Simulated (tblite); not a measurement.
A tight-binding relaxation on `Fc1ccccc1[S-]`.

Computed with GFN2-xTB geometry optimisation, gas phase (tblite 0.8.0). Start geometry: from a force field or distance geometry. The command runs a driver script over a list of jobs; the input below is this job's line of settings and its coordinates in Å.

Command:
```bash
OMP_NUM_THREADS=1 python probes_run.py task.json out
```

Input:
```
{"job": {"kind": "relax", "xc": "GFN2-xTB", "basis": "xTB"}, "charge": -1, "multiplicity": 1}
F      1.203000    -2.374600     0.186800
C      0.549000    -1.173300     0.081100
C     -0.815000    -1.139300     0.041800
C     -1.487000     0.094600    -0.069400
C     -0.710500     1.226500    -0.095700
C      0.665900     1.196900    -0.054000
C      1.320100    -0.027100     0.044000
S      3.119800    -0.158300     0.125100
H     -1.369900    -2.081400     0.077800
H     -2.568900     0.128000    -0.098000
H     -1.165400     2.213200    -0.182000
H      1.260100     2.094200    -0.083700
```

Task: What does the run print?

Result: 
```
step      E/eV     max force
  0    -627.86497    3.022
  1    -628.01167    0.966
  2    -628.04059    0.437
  3    -628.04921    0.357
  4    -628.05870    0.261
  5    -628.06566    0.216
  6    -628.07032    0.171
  7    -628.07196    0.108
  8    -628.07292    0.083
  9    -628.07367    0.078
 10    -628.07414    0.060
 11    -628.07442    0.046
 12    -628.07464    0.044
 13    -628.07482    0.032
 14    -628.07490    0.016
 15    -628.07492    0.013
 16    -628.07493    0.011
 17    -628.07494    0.009
```

«max force» is the largest atomic force in eV/Å.

Task: From which step on does the largest force stay under 0.1 eV/Å, and how much energy is left to gain from there?

Result: From step 8 (0.083 eV/Å), 2.0 meV above the end.

Summary of the converged run: energy lowered by 4.8 kcal/mol over 17 steps; largest atomic force 0.009 eV/Å at the end.

Task: Give the final coordinates.

Result: 0.046 Å rms from the input after alignment:
```
atom  x, y, z in Å
F1     1.1260   -2.4309    0.1853
C2     0.5611   -1.1869    0.0898
C3    -0.8115   -1.1387    0.0381
C4    -1.4630    0.0841   -0.0596
C5    -0.6980    1.2425   -0.1036
C6     0.6744    1.1822   -0.0505
C7     1.3769   -0.0378    0.0497
S8     3.0741   -0.0719    0.1149
H9    -1.3692   -2.0659    0.0752
H10   -2.5434    0.1269   -0.1003
H11   -1.1896    2.2064   -0.1803
H12    1.2633    2.0893   -0.0847
```

Hardware: one thread of an Arm Neoverse V2 (shared host). Cost: under 0.1 s wall.
Labels such as C1 count atoms from 1, the log's own numbers from 0.
